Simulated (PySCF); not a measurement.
**Correlation energy of F²⁺ (fluorine, charge +2)**

[He] 2s2 2p3, high-spin 4S determinant. Computed with PySCF 2.14 in cc-pVDZ (3s2p1d, 14 functions), with the non-relativistic Hamiltonian (point nucleus). Frozen: 1s2; 5 electrons correlated.

MP2 pair energies summed by pair of shells (mhartree):

```
 pair  energy  share (%)
2s-2p  -46.34       67.7
2p-2p  -15.19       22.2
2s-2s   -6.96       10.2
```

Total MP2 correlation energy: -68.49 mhartree.

Same-spin part -17.48 and opposite-spin part -51.01 mhartree; SCS-MP2 scales them by 1/3 and 6/5 to -67.04 mhartree.

```csv
level,correlation energy (mhartree)
CCSD,-82.10
(T),-0.38
CCSD(T),-82.48
```

Diagnostics: T1 = 0.0028, D1 = 0.0049, largest double amplitude 0.033.

Cost of the coupled-cluster step: 0.07 s of wall time on 1 thread of Neoverse-V1 (shared host), for 5 correlated electrons.
